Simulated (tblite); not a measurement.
Start geometry of `C=CC[Si@H](C#N)O[SiH3]` from a force field or distance geometry (Å):
```
atom  x, y, z in Å
C1    -3.2250   -0.5589    0.4119
C2    -2.1580   -0.6199   -0.3882
C3    -1.2521    0.5419   -0.5696
Si4    0.4911    0.2490   -0.0492
C5     1.3405    1.8367    0.1798
N6     1.8609    2.8663    0.3044
O7     1.3991   -0.6094   -1.2312
Si8    3.0020   -0.7128   -0.5992
H9    -3.8963   -1.3851    0.5782
H10   -3.4533    0.3972    0.9269
H11   -1.9767   -1.5749   -0.8620
H12   -1.3365    0.8446   -1.6311
H13   -1.6662    1.3544    0.0852
H14    0.6064   -0.4979    1.2116
H15    2.9226   -1.5008    0.6273
H16    3.3976    0.6504   -0.2178
H17    3.9369   -1.2687   -1.5785
```

What comes out of this run: tblite 0.8.0, GFN2-xTB geometry optimisation, gas phase?

```
atom  x, y, z in Å
C1    -2.8334   -0.9754    0.0649
C2    -1.6940   -0.6324   -0.5080
C3    -1.1173    0.7413   -0.4924
Si4    0.4144    0.8144    0.6425
C5     1.1916    2.5049    0.4173
N6     1.6682    3.5372    0.2793
O7     1.5100   -0.2856    0.1994
Si8    2.5872   -1.1242   -0.6903
H9    -3.2032   -1.9861    0.0419
H10   -3.4494   -0.2531    0.5761
H11   -1.0927   -1.3773   -1.0132
H12   -0.8273    1.0236   -1.5079
H13   -1.8668    1.4572   -0.1530
H14    0.1587    0.5811    2.0593
H15    2.8745   -2.2965    0.1293
H16    3.7376   -0.2497   -0.8925
H17    1.9350   -1.4673   -1.9542
```

The energy falls by 94.2 kJ/mol over 175 L-BFGS steps, the largest force on an atom goes from 3.19 to 0.007 eV/Å, and the atoms move by 0.984 Å rms after alignment. The bond that changes most is Si4–O7 (oxygen-bound silicon to siloxane oxygen), which shortens by 0.105 Å. Bonds longer at the end by more than 0.005 Å: 3 of 16; shorter: 9. Among the angles that change most is Si4–O7–Si8, from 105.6° to 161.6°. Among the dihedrals that turn most is C2–C3–Si4–C5, from -162° to 173°. Rotational constants go from 2205, 817.1, 632.5 to 1404, 1033, 642.6 MHz. The orientation of the end geometry is arbitrary; only internal coordinates are fixed.

Its lowest GFN2-xTB frequency is 11 cm⁻¹, too small to tell a flat minimum from a shallow saddle. One conformer, not necessarily the lowest.

These are computed values.
